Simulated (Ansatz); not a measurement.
Nudged elastic band run: CH₈OSi₂Sn

Input file:

```yaml
crystal:
  periodic: [false, false, false]
  atoms:
    - { symbol: C, position_ang: [-1.455722, 0.753431, 1.581101] }
    - { symbol: O, position_ang: [-0.605634, -0.26212, 1.997052] }
    - { symbol: Sn, position_ang: [0.746093, -0.964859, 0.710988] }
    - { symbol: Si, position_ang: [0.239905, -1.157834, -1.807252] }
    - { symbol: Si, position_ang: [1.394199, 0.748344, -1.086037] }
    - { symbol: H, position_ang: [-2.176717, 0.976669, 2.402261] }
    - { symbol: H, position_ang: [-0.925925, 1.713028, 1.343261] }
    - { symbol: H, position_ang: [-2.064693, 0.486848, 0.675535] }
    - { symbol: H, position_ang: [1.5941, -2.125605, 1.644171] }
    - { symbol: H, position_ang: [1.204968, -2.210254, -2.296089] }
    - { symbol: H, position_ang: [-1.008264, -1.140986, -2.654109] }
    - { symbol: H, position_ang: [2.687379, 1.295015, -1.637552] }
    - { symbol: H, position_ang: [0.390611, 1.853622, -0.858432] }
basis:
  gaussian: { orbitals: def2-SVP }
hamiltonian:
  xc: lda
neb:
  order_check: false
  images: 5
  f_tol: 0.05
  max_iterations: 60
  initial_path: linear
  final_atoms:
    - { symbol: C, position_ang: [-1.50656952, 0.70805905, 1.55400144] }
    - { symbol: O, position_ang: [-0.69043809, -0.34053844, 1.95556022] }
    - { symbol: Sn, position_ang: [0.70924233, -0.99931318, 0.69796104] }
    - { symbol: Si, position_ang: [0.3119643, -1.09670483, -1.84463187] }
    - { symbol: Si, position_ang: [1.42687878, 0.78155424, -1.00396994] }
    - { symbol: H, position_ang: [-0.95242215, 1.66893532, 1.38742751] }
    - { symbol: H, position_ang: [-2.07866255, 0.49804097, 0.61056042] }
    - { symbol: H, position_ang: [-2.25958614, 0.90171598, 2.35356274] }
    - { symbol: H, position_ang: [1.51314649, -2.19923871, 1.62028069] }
    - { symbol: H, position_ang: [1.30407606, -2.12935811, -2.32127921] }
    - { symbol: H, position_ang: [-0.89589842, -1.05867472, -2.74708052] }
    - { symbol: H, position_ang: [2.73529147, 1.36357148, -1.47837273] }
    - { symbol: H, position_ang: [0.40327745, 1.86724994, -0.76912177] }
```

Command:

```bash
$ ansatz run input.yaml --threads 2 --pin off --max-ram 3072MiB --backend cpu --events-out ev --progress --plain --runs-dir out
```

Output, in part (warnings, iteration lines, the closing report on the highest movable image, with atoms numbered from 0):

```
NEB end point (image 0): max|allowed force component| = 1.196e-2 eV/Å (the criterion of neb.relax_end_points is 1.000e-2)
NEB end point (image 6): max|allowed force component| = 1.254e-2 eV/Å (the criterion of neb.relax_end_points is 1.000e-2)
NEB iter   1: max|band force component| = 6.041e1 eV/Å  barrier→ = 23.1105 eV  barrier← = 23.1106 eV  Δτ_max = 0.2000 Å  (206 SCF iters)
NEB iter   2: max|band force component| = 1.293e1 eV/Å  barrier→ = 4.3871 eV  barrier← = 4.3872 eV  Δτ_max = 0.2000 Å  (177 SCF iters)
NEB iter   3: max|band force component| = 5.891e0 eV/Å  barrier→ = 1.8992 eV  barrier← = 1.8992 eV  Δτ_max = 0.1992 Å  (147 SCF iters)
NEB iter   4: max|band force component| = 1.541e0 eV/Å  barrier→ = 0.3742 eV  barrier← = 0.3743 eV  Δτ_max = 0.1867 Å  (147 SCF iters)
NEB iter   5: max|band force component| = 6.749e-1 eV/Å  barrier→ = 0.0774 eV  barrier← = 0.0775 eV  Δτ_max = 0.0612 Å  (147 SCF iters)
NEB iter   6: max|band force component| = 2.840e-1 eV/Å  barrier→ = 0.0521 eV  barrier← = 0.0522 eV  CI = image 3  Δτ_max = 0.0791 Å  (150 SCF iters)
NEB iter   7: max|band force component| = 1.111e-1 eV/Å  barrier→ = 0.0504 eV  barrier← = 0.0505 eV  CI = image 3  Δτ_max = 0.0405 Å  (144 SCF iters)
NEB iter   8: max|band force component| = 5.481e-2 eV/Å  barrier→ = 0.0492 eV  barrier← = 0.0493 eV  CI = image 3  Δτ_max = 0.0674 Å  (150 SCF iters)
NEB iter   9: max|band force component| = 1.055e-1 eV/Å  barrier→ = 0.0479 eV  barrier← = 0.0479 eV  CI = image 3  Δτ_max = 0.0338 Å  (148 SCF iters)
NEB iter  10: max|band force component| = 6.431e-2 eV/Å  barrier→ = 0.0473 eV  barrier← = 0.0473 eV  CI = image 3  Δτ_max = 0.0338 Å  (143 SCF iters)
NEB iter  11: max|band force component| = 5.733e-2 eV/Å  barrier→ = 0.0470 eV  barrier← = 0.0471 eV  CI = image 3  Δτ_max = 0.0338 Å  (150 SCF iters)
NEB iter  12: max|band force component| = 6.817e-2 eV/Å  barrier→ = 0.0466 eV  barrier← = 0.0466 eV  CI = image 3  Δτ_max = 0.0169 Å  (149 SCF iters)
NEB iter  13: max|band force component| = 3.064e-2 eV/Å  barrier→ = 0.0464 eV  barrier← = 0.0465 eV  CI = image 3  Δτ_max = 0.0198 Å  (153 SCF iters)
NEB iter  14: max|band force component| = 4.079e-2 eV/Å  barrier→ = 0.0462 eV  barrier← = 0.0463 eV  CI = image 3  Δτ_max = 0.0000 Å  (184 SCF iters)
Total energy: -24694.00996708 eV, -907.4881280890 hartree
Atom 0 at    -1.654903     0.601762     1.580571 Å, force    -0.006242     0.004502    -0.002371 eV/Å
Atom 1 at    -0.836448    -0.488493     1.850506 Å, force    -0.003141    -0.005130     0.002249 eV/Å
Atom 2 at     0.658351    -1.002024     0.643030 Å, force    -0.005550     0.005515    -0.000401 eV/Å
Atom 3 at     0.518602    -1.014223    -1.935692 Å, force    -0.001240    -0.002198     0.002771 eV/Å
Atom 4 at     1.473873     0.864061    -0.914671 Å, force     0.005356    -0.003249    -0.002415 eV/Å
Atom 5 at    -1.556816     1.384670     2.372634 Å, force     0.002805     0.002130     0.002677 eV/Å
Atom 6 at    -1.445616     1.114100     0.605764 Å, force     0.004491    -0.002728    -0.000066 eV/Å
Atom 7 at    -2.728463     0.291616     1.554035 Å, force     0.001004    -0.000039     0.000500 eV/Å
Atom 8 at     1.437327    -2.234219     1.546327 Å, force     0.000627     0.000798    -0.001481 eV/Å
Atom 9 at     1.576449    -2.013641    -2.337498 Å, force     0.004450     0.005364    -0.003184 eV/Å
Atom 10 at    -0.582487    -0.960749    -2.965817 Å, force    -0.001169    -0.002407     0.000312 eV/Å
Atom 11 at     2.790182     1.536336    -1.221947 Å, force    -0.000672     0.000597    -0.001164 eV/Å
Atom 12 at     0.370250     1.886102    -0.762345 Å, force    -0.000718    -0.003155     0.002574 eV/Å
Dipole moment:     0.108838     0.078620    -0.205813 e Å
```

The run converged. The band force fell under the threshold earlier too, but the program's further tests of the path sent the band on. Another band between the same ends (5 images) ends at a top of the same energy, where a vibrational analysis finds 1 clearly imaginary mode.

Final band (atoms are numbered from 1 in the order of the input):

| image | path coordinate (Å) | energy (kcal/mol) | dihedral H7–C1–O2–Sn3 (°) |
| --- | --- | --- | --- |
| 0 | 0.00 | 0.0 | -64 |
| 1 | 0.67 | 0.2 | -46 |
| 2 | 1.33 | 0.7 | -24 |
| 3 | 1.99 | 1.1 | 4 |
| 4 | 2.59 | 0.8 | 27 |
| 5 | 3.17 | 0.2 | 44 |
| 6 | 3.75 | 0.0 | 58 |

The run took 2.3 min on 2 threads of Arm Neoverse V1, with other jobs on the host, peak memory 0.18 GiB.
